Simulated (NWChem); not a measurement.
System: CH4ClFOSi; SMILES O[Si@@H](Cl)CF

Input file for NWChem:

```
start job
memory heap 200 mb stack 900 mb global 1100 mb
geometry units angstroms
  O     -0.976455     1.308552    -0.529824
  Si    -0.315431     0.139071     0.372492
  Cl    -1.036926    -1.576428    -0.355778
  C      1.593068     0.156305     0.154122
  F      2.070361     1.434472     0.398708
  H     -0.617782     2.192407    -0.571093
  H     -0.654313     0.306682     1.778528
  H      2.116763    -0.502891     0.848322
  H      1.909923    -0.094160    -0.862520
end
basis spherical
  * library 6-31g*
end
dft
  xc b3lyp
  iterations 150
end
driver
  maxiter 120
end
task dft optimize
task dft freq
```

Excerpt of the output:

```
             Northwest Computational Chemistry Package (NWChem) 7.3.0
             --------------------------------------------------------

 C1  symmetry detected

                             Geometry "geometry" -> ""
                             -------------------------

 Output coordinates in angstroms (scale by  1.889725989 to convert to a.u.)

  No.       Tag          Charge          X              Y              Z
 ---- ---------------- ---------- -------------- -------------- --------------
    1 O                    8.0000    -1.68406972     0.02859184    -0.31189314
    2 Si                  14.0000    -0.25021197    -0.11126828     0.42519830
    3 Cl                  17.0000     0.47177900    -1.88908686    -0.13333478
    4 C                    6.0000     0.93338700     1.26715462    -0.19881667
    5 F                    9.0000     0.31406874     2.49951857    -0.06073771
    6 H                    1.0000    -2.12399716     0.86795028    -0.42804114
    7 H                    1.0000    -0.39325880    -0.02355581     1.87147484
    8 H                    1.0000     1.86534396     1.32919754     0.36537864
    9 H                    1.0000     1.18025368     1.17131093    -1.26021273

 Effective nuclear repulsion energy (a.u.)     299.2281268303

                                Z-matrix (autoz)
                                --------

 Units are Angstrom for bonds and degrees for angles

      Type          Name      I     J     K     L     M      Value
      ----------- --------  ----- ----- ----- ----- ----- ----------
    1 Stretch                  1     2                       1.61827
    2 Stretch                  1     6                       0.95475
    3 Stretch                  2     3                       1.99847
    4 Stretch                  2     4                       1.92103
    5 Stretch                  2     7                       1.45598
    6 Stretch                  4     5                       1.38612
    7 Stretch                  4     8                       1.09120
    8 Stretch                  4     9                       1.09393
    9 Bend                     1     2     3               105.64568
   10 Bend                     1     2     4               109.63002
   11 Bend                     1     2     7               111.11166
   12 Bend                     2     1     6               122.66035
   13 Bend                     2     4     5               109.28728
   14 Bend                     2     4     8               113.51946
   15 Bend                     2     4     9               113.03828
   16 Bend                     3     2     4               108.96232
   17 Bend                     3     2     7               111.51252
   18 Bend                     4     2     7               109.87539
   19 Bend                     5     4     8               106.23280
   20 Bend                     5     4     9               105.98440
   21 Bend                     8     4     9               108.29496
   22 Torsion                  1     2     4     5          52.73424
   23 Torsion                  1     2     4     8         171.11302
   24 Torsion                  1     2     4     9         -65.03134
   25 Torsion                  3     2     1     6        -161.54558
   26 Torsion                  3     2     4     5         167.90448
   27 Torsion                  3     2     4     8         -73.71675
   28 Torsion                  3     2     4     9          50.13890
   29 Torsion                  4     2     1     6         -44.27690
   30 Torsion                  5     4     2     7         -69.64863
   31 Torsion                  6     1     2     7          77.36688
   32 Torsion                  7     2     4     8          48.73014
   33 Torsion                  7     2     4     9         172.58579

                           NWChem Geometry Optimization
                           ----------------------------

 maximum gradient threshold         (gmax) =   0.000450
 rms gradient threshold             (grms) =   0.000300
 maximum cartesian step threshold   (xmax) =   0.001800
 rms cartesian step threshold       (xrms) =   0.001200
 fixed trust radius                (trust) =   0.300000
 source of zmatrix                         =   autoz

          -------------------
          Energy Minimization
          -------------------

 Using diagonal initial Hessian
 Scaling for Hessian diagonals: bonds = 1.00  angles = 0.25  torsions = 0.10

          --------
          Step   0

                                 NWChem DFT Module
                                 -----------------

 Summary of "ao basis" -> "ao basis" (spherical)
 ------------------------------------------------------------------------------
       Tag                 Description            Shells   Functions and Types
 ---------------- ------------------------------  ------  ---------------------
 O                           6-31g*                  6       14   3s2p1d
 Si                          6-31g*                  8       18   4s3p1d
 Cl                          6-31g*                  8       18   4s3p1d
 C                           6-31g*                  6       14   3s2p1d
 F                           6-31g*                  6       14   3s2p1d
 H                           6-31g*                  2        2   2s

            General Information
            -------------------
          SCF calculation type: DFT
          Wavefunction type:  closed shell.
          No. of atoms     :     9
          No. of electrons :    58
           Alpha electrons :    29
            Beta electrons :    29
          Charge           :     0
          Spin multiplicity:     1
          Use of symmetry is: off; symmetry adaption is: off
          Maximum number of iterations: 150
          AO basis - number of functions:    86
                     number of shells:    42
          Convergence on energy requested:  1.00D-06
          Convergence on density requested:  1.00D-05
          Convergence on gradient requested:  5.00D-04

[...]

      ----------------------
      Optimization converged
      ----------------------

  Step       Energy      Delta E   Gmax     Grms     Xrms     Xmax
  ---- ---------------- -------- -------- -------- -------- --------
@   25    -965.33509681 -7.2D-08  0.00002  0.00001  0.00047  0.00104
                                     ok       ok       ok       ok

                                Z-matrix (autoz)
                                --------

 Units are Angstrom for bonds and degrees for angles

[...]

 Rotational Constants
 --------------------
 A=   0.165143 cm-1  (  0.237599 K)
 B=   0.060220 cm-1  (  0.086642 K)
 C=   0.047393 cm-1  (  0.068187 K)

 Temperature                      =   298.15K
 frequency scaling parameter      =   1.0000

 Zero-Point correction to Energy  =   34.376 kcal/mol  (  0.054782 au)
 Thermal correction to Energy     =   38.730 kcal/mol  (  0.061721 au)
 Thermal correction to Enthalpy   =   39.323 kcal/mol  (  0.062665 au)

 Total Entropy                    =   83.592 cal/mol-K
   - Translational                =   40.090 cal/mol-K (mol. weight = 113.9704)
   - Rotational                   =   27.616 cal/mol-K (symmetry #  =        1)
   - Vibrational                  =   15.887 cal/mol-K

 Cv (constant volume heat capacity) =   22.506 cal/mol-K
   - Translational                  =    2.979 cal/mol-K
   - Rotational                     =    2.979 cal/mol-K
   - Vibrational                    =   16.547 cal/mol-K

[normal modes left out]

 ----------------------------------------------------------------------------
 Normal Eigenvalue ||           Projected Infra Red Intensities
  Mode   [cm**-1]  || [atomic units] [(debye/angs)**2] [(KM/mol)] [arbitrary]
 ------ ---------- || -------------- ----------------- ---------- -----------
    1       -0.000 ||    0.000588           0.014         0.573       0.127
    2       -0.000 ||    0.000598           0.014         0.583       0.129
    3       -0.000 ||    0.000002           0.000         0.002       0.000
    4        0.000 ||    0.000017           0.000         0.016       0.004
    5        0.000 ||    0.000312           0.007         0.305       0.067
    6        0.000 ||    0.000013           0.000         0.013       0.003
    7       72.463 ||    0.008928           0.206         8.703       1.925
    8      125.298 ||    0.007389           0.170         7.203       1.593
    9      186.696 ||    0.029295           0.676        28.558       6.317
   10      256.627 ||    0.046417           1.071        45.249      10.008
   11      271.316 ||    0.019642           0.453        19.148       4.235
   12      324.143 ||    0.070057           1.616        68.295      15.105
   13      530.466 ||    0.124527           2.873       121.395      26.850
   14      680.813 ||    0.002671           0.062         2.604       0.576
   15      723.860 ||    0.098547           2.274        96.069      21.248
   16      801.810 ||    0.110647           2.553       107.864      23.857
   17      851.484 ||    0.138501           3.195       135.018      29.863
   18      903.373 ||    0.199387           4.600       194.372      42.991
   19      947.960 ||    0.070794           1.633        69.013      15.264
   20     1053.578 ||    0.078367           1.808        76.396      16.897
   21     1235.030 ||    0.003502           0.081         3.414       0.755
   22     1341.326 ||    0.001081           0.025         1.054       0.233
   23     1500.813 ||    0.003737           0.086         3.643       0.806
   24     2334.466 ||    0.110540           2.550       107.760      23.834
   25     3033.595 ||    0.017690           0.408        17.246       3.814
   26     3080.974 ||    0.023067           0.532        22.487       4.974
   27     3801.702 ||    0.085901           1.982        83.741      18.522
 ----------------------------------------------------------------------------
```

Level: B3LYP/6-31G* (spherical d).
